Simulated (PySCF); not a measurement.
# As(2+) (arsenic, charge +2) across methods

[Ar] 3d10 4s2 4p1, 2P determinant. Calculation: PySCF 2.14, in dyall-av3z; the spin-free X2C one-electron Hamiltonian (Gaussian nucleus).

```tsv
method	E (hartree)	mean ε 4s α (eV)	mean ε 4s β (eV)	mean ε 4p α (eV)	Σ⟨r²⟩ (bohr²)	⟨S²⟩
PW91	-2259.931	-33.918	-32.937	-23.264	22.25	0.752
UHF	-2258.08108	-38.968	-36.212	-27.817	22.49	0.759
LDA	-2256.311	-34.118	-33.245	-23.223	22.22	0.751
TPSSh	-2259.683	-34.527	-33.191	-23.894	22.25	0.753
BHandHLYP	-2259.722	-36.754	-35.147	-25.655	22.32	0.753
r2SCAN	-2259.711	-34.248	-33.087	-23.665	22.21	0.754
PBE0	-2259.469	-35.324	-33.953	-24.527	22.27	0.753
PBE	-2259.439	-33.809	-32.827	-23.197	22.28	0.752
```
